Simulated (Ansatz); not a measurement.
Calculated with Ansatz (gas phase, PBE0-D4/def2-TZVP geometries, no zero-point term in ΔE). CBS: MP2 limit from def2 TZ/QZ plus the TZ coupled-cluster correction, frozen cores. DFT in def2-TZVPP. B3LYP here is the variant with VWN-RPA as its local correlation; programs differ in this. For Ge, Se outer-core shells are correlated without core-valence functions, which leaves a few kJ/mol of doubt a bond. Scalar relativity is left out up to krypton. One conformer a species, not always the lowest.

Reaction (substitution at a C–Ge bond): `[CH3][GeH]([Cl])[SeH]` + `B1N[SiH2]1` → `CN1B[SiH2]1` + `[Cl][GeH2][SeH]`

```csv
level,ΔE (kJ/mol)
LDA (SPW92),60.9
r2SCAN-D4,68.7
B3LYP-D4,63.3
revPBE,61.9
r2SCAN,68.4
HF/def2-SVP,51.6
CCSD/def2-TZVPP,69.4
CCSD(T)/def2-TZVPP,70.0
```

Q: What does CCSD(T)/CBS give? (Estimate.)

A: Ansatz gave: +71.5 kJ/mol. The listed levels differ from it by -10.6, -2.8, -8.2, -9.6, -3.1, -19.9, -2.1, -1.5 kJ/mol.

Largest T1 diagnostic among the species: 0.014.

At CCSD(T), def2-SVP lies −19.1 kJ/mol from the extrapolated value and def2-TZVPP −1.4 kJ/mol. Leaving LDA and LC-ωPBE aside and taking each functional with its dispersion term where it has one, the values, not all of them listed here, spread over 8.2 kJ/mol, from revPBE-D4 to ωB97M-V. In def2-TZVPP, CCSD(T) changes the Hartree–Fock value by +9.6 kJ/mol (the triples alone add +0.7 kJ/mol) and MP2 by +13.9 kJ/mol.
